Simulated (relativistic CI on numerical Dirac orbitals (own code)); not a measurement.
Hyperfine structure of Kr XVIII, mass number 83

Calculated at this level of theory: Dirac-Coulomb-Breit CI, separate exchange-only KLI orbitals for each configuration, a model potential for QED, unscaled Slater integrals (own radial code, finite nucleus).

Configuration list (outside the closed core [Ne]): 3s2.3p6.3d, 3s2.3p5.3d2, 3s.3p6.3d2, 3s2.3p6.4s, 3s2.3p6.4p, 3s2.3p6.4d, 3s2.3p6.4f, 3s2.3p5.3d.4s, 3s2.3p5.3d.4p, 3p6.3d3, 3p5.3d4. Double excitations out of closed p, d and f shells are left out; levels of such configurations are missing from the list, as are those of other unlisted configurations, and high levels can miss mixing partners. These lack a partner that the ground configuration has and come out too high: 3s2.3p5.3d.4s, 3s2.3p5.3d.4p.

Nuclear spin I = 9/2, μ = -0.97073 μN, Q = 0.259 b (tables of Stone and Pyykkö). The electronic factors are computed for point nuclear moments, without core polarisation or the Bohr-Weisskopf and QED corrections.

| Level | E (cm⁻¹) | A (MHz) | B (MHz) |
| --- | --- | --- | --- |
| 3s2.3p6.3d 2D_3/2 | 0 | -1419 | 1030 |
| 3s2.3p6.3d 2D_5/2 | 15522 | -606.7 | 1430 |
| 3s2.3p5.3d2 4D°_1/2 | 709070 | -826.3 |  |
| 3s2.3p5.3d2 4D°_3/2 | 714123 | -980.4 | 1000 |
| 3s2.3p5.3d2 4D°_5/2 | 723032 | -762.3 | 511 |
| 3s2.3p5.3d2 4D°_7/2 | 735717 | -645.6 | -898 |
| 3s2.3p5.3d2 4G°_9/2 | 755681 | -1557 | -6310 |
| 3s2.3p5.3d2 4G°_11/2 | 757202 | -1296 | -6170 |

Levels with J = 0, under 50 % of one LS term, or S terms without an open s electron are left out. Small factors come from cancelling terms and can be off by tens of per cent or more.

At this charge energies of transitions that change n are usually good to better than 1 %, and those within a shell (Δn = 0) to a few per cent.

(1) Give the hyperfine levels of 3s2.3p6.3d 2D_3/2 relative to its centre of gravity.

Results:

(1) With K = F(F + 1) − I(I + 1) − J(J + 1), E = AK/2 + B[¾K(K + 1) − I(I + 1)J(J + 1)]/[2I(2I − 1)J(2J − 1)]: F = 3: 12180, F = 4: 5816, F = 5: -1495, F = 6: -9321 MHz.

LS names give the leading component of a level, which can be under half, so a name can repeat, a term be missing and a line seem to break the LS rules.
